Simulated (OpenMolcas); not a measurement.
Nd4+: effect of the basis set

```yaml
Program: OpenMolcas
Method: CASSCF
Active_space: 2 electrons in 7 orbitals (4f)
State_averaging: 2S+1 = 3 even, 21 roots; 2S+1 = 1 even, 27 roots kept (CI in the orbitals of an earlier block)
Spin-orbit_coupling: state interaction with AMFI integrals over the reference wave functions, term energies averaged over their components
```

A. ANO-R0 [6s4p2d1f], X2C, finite nucleus; cost of the order of 8 core-seconds
B. ANO-RCC-MB [6s5p3d1f], DKH2, point nucleus; cost about 8 core-seconds
C. ANO-RCC-VTZP [8s7p5d3f2g1h], DKH2, point nucleus; cost about 11 core-seconds

Energies in eV above 4f2 3H4, the measured ground level; measured values from the list in Carvajal Gallego et al., Mon. Not. R. Astron. Soc. 518, 332 (2023).

```csv
Level,A,B,C,Measured
4f2 3H4,0.0000,0.0000,0.0000,0.0000
4f2 3H5,0.3100,0.3089,0.3708,0.3514
4f2 3H6,0.6339,0.6317,0.7568,0.7121
4f2 3F2,0.8430,0.8432,0.9644,0.7307
4f2 1G4 [51 %],1.0380,1.0376,1.2044,
4f2 3F3,1.0430,1.0424,1.2046,0.9652
4f2 3F4 [53 %],1.4550,1.4532,1.7008,
4f2 1D2,2.9216,2.9225,3.3525,2.5480
4f2 1I6,3.4997,3.5008,4.0157,3.2345
4f2 3P0,3.6754,3.6771,4.1962,3.1059
4f2 3P1,3.7304,3.7319,4.2618,3.2103
4f2 3P2,3.8992,3.8999,4.4668,3.4069
```

Deviations, from unrounded energies. A percentage is the sum of absolute deviations over the sum of measured energies, with the sign that they share, or ± where signs differ.

```csv
Against measurement,Levels,A,B,C
mean absolute deviation (cm-1),9,2300,2300,4800
fine structure of the ground term (%),2,-11.2,-11.6,+6.0
other terms of the ground configuration (%),7,+14.0,+14.0,+30.6
```

A, B lie about equally close to measurement and C furthest from it. The largest miss of A in the table is 4f2 3P0, by +4600 cm-1. The ranking rests on the paired levels alone, and a cruder setting can come out closer through cancelling errors.

Among A to C the level of the table that moves most is 4f2 3P2, by 4600 cm-1 (lowest in A, highest in C).

Without dynamic correlation excited terms often stand tens of per cent too high (terms of higher spin than the ground term too low), and those without a measured partner can miss by more than the paired ones. Terms from blocks run as CI alone lack orbitals of their own. The basis is small and was not contracted for so high a charge (holds for A; B). Computed and measured levels are paired by configuration, term and J; levels that our copy of the source lacks, or whose pairing is in doubt (as where it misses far off the trend of its configuration), stay unpaired and out of the deviations. Only configurations of the active space appear.

A share in square brackets marks a mixed level and gives the weight of the term that names it, the lowest over the columns.
